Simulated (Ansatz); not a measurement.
Molecule: sum formula TaO2F (charge -1, doublet). The spin state was set by rule; other spins were not relaxed. 
Structure (B3LYP-D3(BJ)/def2-TZVP (Ansatz, a first-principles code) minimum search):
```
Ta
O 1 1.7798
O 1 1.7798 2 112.15
F 1 1.9636 2 117.35 3 140.26
```
Charge -1, spin multiplicity 2.

Question: Give the harmonic wavenumbers at B3LYP-D3(BJ)/def2-TZVP (Ansatz, finite differences of forces, unscaled).

Answer: 113, 193, 287, 564, 863, 921 cm⁻¹. Zero-point energy 4.2 kcal/mol.

Question: From these and the geometry, give the ideal-gas thermochemistry at 298.15 K and 1 atm (rigid rotor, harmonic oscillator).

Answer: Point group Cs, rotational symmetry number 1. Rotational constants 6.668, 4.912, 3.032 GHz. S(trans) 42.23, S(rot) 25.58, S(vib) 7.72, S(elec, spin only) 1.38, S 76.9 cal/(mol K). H(298) - H(0) 3.63 kcal/mol; G - E(el) -15.1 kcal/mol.
